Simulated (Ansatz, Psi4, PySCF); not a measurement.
C2H7O, charge +1, singlet, geometry from GFN2-xTB. Base run: WB97X/6-31G** in PySCF.

PySCF was given this input:
```python
from pyscf import gto, scf, dft

mol = gto.M(
    atom='''
C     1.22900215   -0.37604417   -0.00661468
C     0.08246987    0.60103209   -0.00155391
O    -1.18718715   -0.17976873   -0.07214047
H    -1.97465717    0.38511414    0.07508639
H     0.07674269    1.22024625    0.89741563
H     0.08228151    1.22946963   -0.89318817
H     2.16469576    0.17583635   -0.02936964
H     1.23247722   -0.99483360    0.88818561
H     1.19569027   -1.01022081   -0.88852026
H    -1.14856530   -0.91738972    0.57652583
''',
    basis='6-31g**',
    charge=1,
    verbose=4,
)

mf = dft.RKS(mol)
mf.xc = 'wb97x'
mf.kernel()
```

The same geometry, method and basis name were run in Ansatz (an electronic-structure program) and Psi4 and PySCF, at each program's defaults and at the settings that a row names. The base is PySCF at its defaults. Differences at the defaults can come from grids, fitting, cores and function types together.

```
code and settings                                                                             ΔE vs base (µEh)  basis functions      E (Eh)  SCF cycles
--------------------------------------------------------------------------------------------  ----------------  ---------------  ----------  ----------
PySCF, defaults (exact integrals, its default grid, spherical functions)                                   0.0               77  -155.31369           9
Psi4, defaults (density fitting with its default set, its default grid, Cartesian functions)             -1523               80  -155.31522           8
Ansatz, defaults (factorised integrals, its default grid, Cartesian functions)                           -1430               80  -155.31512           -
PySCF, density fitting with def2-universal-jkfit                                                         -82.0               77  -155.31377           9
PySCF, fine grid                                                                                          32.4               77  -155.31366           9
Psi4, exact integrals, spherical functions, fine grid                                                     31.9               77  -155.31366          11
Ansatz, high accuracy, Cartesian functions as the basis file defines them                                -1430               80  -155.31512           -
```
